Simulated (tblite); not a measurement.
C3H5F5Ge.
Bonds: C1–Ge2, Ge2–C3, C3–F4, C3–F5, C3–C6, C6–F7, C6–F8, C6–F9. Hydrogens: H10, H11, H12 on C1; H13, H14 on Ge2.

Computed with GFN2-xTB (tblite), gas phase: L-BFGS steps from a force-field or distance-geometry start until the largest atomic force falls under 0.01 eV/Å.

Geometry at step 4:
```
atom  x, y, z in Å
C1      1.7274    0.6758    0.5866
Ge2     0.9830   -0.6576   -0.6124
C3     -1.0202   -0.7050   -0.4852
F4     -1.4366   -1.8853    0.0495
F5     -1.5635   -0.6476   -1.7316
C6     -1.6414    0.4174    0.3260
F7     -2.9679    0.3663    0.3733
F8     -1.1895    0.4151    1.5870
F9     -1.2969    1.6131   -0.1692
H10     2.6773    0.2721    0.9105
H11     1.8956    1.6014    0.0470
H12     1.1140    0.8956    1.4520
H13     1.2997   -0.3034   -2.0200
H14     1.4182   -2.0584   -0.3356
```

Problem. Give the atomic forces at this geometry.

Solution. 
```json
{"atom": "C1", "Fx (eV/Å)": "0.099", "Fy (eV/Å)": "0.032", "Fz (eV/Å)": "0.078"}
{"atom": "Ge2", "Fx (eV/Å)": "-0.152", "Fy (eV/Å)": "0.076", "Fz (eV/Å)": "0.029"}
{"atom": "C3", "Fx (eV/Å)": "-0.089", "Fy (eV/Å)": "-0.070", "Fz (eV/Å)": "-0.090"}
{"atom": "F4", "Fx (eV/Å)": "0.032", "Fy (eV/Å)": "-0.005", "Fz (eV/Å)": "0.019"}
{"atom": "F5", "Fx (eV/Å)": "-0.030", "Fy (eV/Å)": "-0.024", "Fz (eV/Å)": "-0.077"}
{"atom": "C6", "Fx (eV/Å)": "-0.111", "Fy (eV/Å)": "0.118", "Fz (eV/Å)": "0.072"}
{"atom": "F7", "Fx (eV/Å)": "-0.040", "Fy (eV/Å)": "0.042", "Fz (eV/Å)": "0.036"}
{"atom": "F8", "Fx (eV/Å)": "-0.005", "Fy (eV/Å)": "-0.230", "Fz (eV/Å)": "0.066"}
{"atom": "F9", "Fx (eV/Å)": "0.117", "Fy (eV/Å)": "-0.041", "Fz (eV/Å)": "-0.216"}
{"atom": "H10", "Fx (eV/Å)": "0.243", "Fy (eV/Å)": "0.210", "Fz (eV/Å)": "0.212"}
{"atom": "H11", "Fx (eV/Å)": "0.072", "Fy (eV/Å)": "0.101", "Fz (eV/Å)": "-0.010"}
{"atom": "H12", "Fx (eV/Å)": "0.048", "Fy (eV/Å)": "-0.076", "Fz (eV/Å)": "0.094"}
{"atom": "H13", "Fx (eV/Å)": "-0.104", "Fy (eV/Å)": "-0.049", "Fz (eV/Å)": "-0.254"}
{"atom": "H14", "Fx (eV/Å)": "-0.082", "Fy (eV/Å)": "-0.084", "Fz (eV/Å)": "0.038"}
```

The largest, 0.38 eV/Å, acts on H10; the rms over all components is 0.110 eV/Å. The forces sum to zero within rounding, as they must for an isolated molecule in no field.

Problem. Give the force on H10 in Eh/bohr and in nN.

Solution. 0.385 eV/Å ÷ 51.422 = 0.00748 Eh/bohr, and 0.385 eV/Å × 1.602 = 0.62 nN.

Problem. How far is this geometry from the end of the optimisation?

Solution. 0.151 eV above it, and 0.579 Å rms away after alignment. The bonds farthest from their final lengths, with half the difference of the two atoms' forces along the bond (positive lengthens):

```json
{"bond": "C1–Ge2", "now (Å)": "1.942", "final (Å)": "1.961", "force along bond (eV/Å)": "+0.05"}
{"bond": "Ge2–H13", "now (Å)": "1.486", "final (Å)": "1.498", "force along bond (eV/Å)": "+0.12"}
{"bond": "C6–F9", "now (Å)": "1.339", "final (Å)": "1.348", "force along bond (eV/Å)": "+0.01"}
{"bond": "Ge2–H14", "now (Å)": "1.493", "final (Å)": "1.500", "force along bond (eV/Å)": "+0.09"}
{"bond": "C1–H12", "now (Å)": "1.083", "final (Å)": "1.088", "force along bond (eV/Å)": "+0.01"}
{"bond": "C1–H10", "now (Å)": "1.082", "final (Å)": "1.086", "force along bond (eV/Å)": "+0.05"}
```

The angle farthest from its final value is Ge2–C3–C6, 115.1° against 109.2°.

Of the 2 listed bonds off by 0.010 Å or more, this force points towards the final length in 2.

The cost below is that of the whole relaxation. Time: 0.75 s of wall time. Hardware: one thread, Arm Neoverse V1 (aarch64), shared host with 64 logical CPUs at a one-minute load of 6.1.
